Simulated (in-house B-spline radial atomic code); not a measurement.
Eu²⁺. Computed with a B-spline radial atomic code. Model: all-electron spherical atom, spin shells full or empty, radial basis limit, no spin-orbit coupling, Breit or QED, empty-state partial waves extrapolated as (l+1/2)^-4, RPA, G0W0 and static COHSEX of the highest shell as one setting changes (uncorrelated shells keep exact exchange).

Without the two-electron picture change, core correlation of heavy ions comes too large.

Given: element Eu; charge 2; filled core Xe; hamiltonian one-electron scalar X2C; mean-field start Hartree-Fock; highest l of empty states 9; nuclear rms radius 5.1115 fm; highest mean-field shell 4f up.

Shell: 4f 7 0 (electrons up and down).

| lowest nl shells left uncorrelated | RPA correlation energy (hartree) | G0W0 level (eV) | G0W0 minus most complete (meV) | COHSEX level (eV) | linearised minus solved G0W0 (meV) |
| --- | --- | --- | --- | --- | --- |
| 0 | -4.8366 | -25.711 | 0 | -29.867 | -3.4 |
| 1 | -4.6411 | -25.711 | 0 | -29.867 | -3.4 |
| 2 | ? | ? | ? | ? | ? |
| 3 | -3.87 | -25.709 | 1.5 | -29.864 | -3.4 |
| 4 | ? | ? | ? | ? | ? |
| 5 | -3.1376 | -25.664 | 47.1 | -29.812 | -3.6 |
| 6 | -2.2444 | -25.597 | 113.3 | -29.841 | -3.8 |
| 7 | -2.0805 | -25.567 | 143.4 | -29.756 | -4 |
| 8 | -1.5956 | -25.494 | 217.1 | -29.46 | -4.3 |
| 9 | -0.73636 | -25.496 | 214.4 | -28.9 | -4.5 |
| 10 | -0.60464 | -25.602 | 108.5 | -28.807 | -4.2 |
| 11 | -0.23709 | -26.238 | -527 | -28.486 | -1.8 |

What follows for lowest nl shells left uncorrelated = 4?

RPA correlation energy -3.6875 hartree; G0W0 level -25.7 eV; G0W0 minus most complete 10.7 meV; COHSEX level -29.851 eV; linearised minus solved G0W0 -3.5 meV.

What follows for lowest nl shells left uncorrelated = 2?

RPA correlation energy -4.4424 hartree; G0W0 level -25.71 eV; G0W0 minus most complete 0.4 meV; COHSEX level -29.866 eV; linearised minus solved G0W0 -3.4 meV.
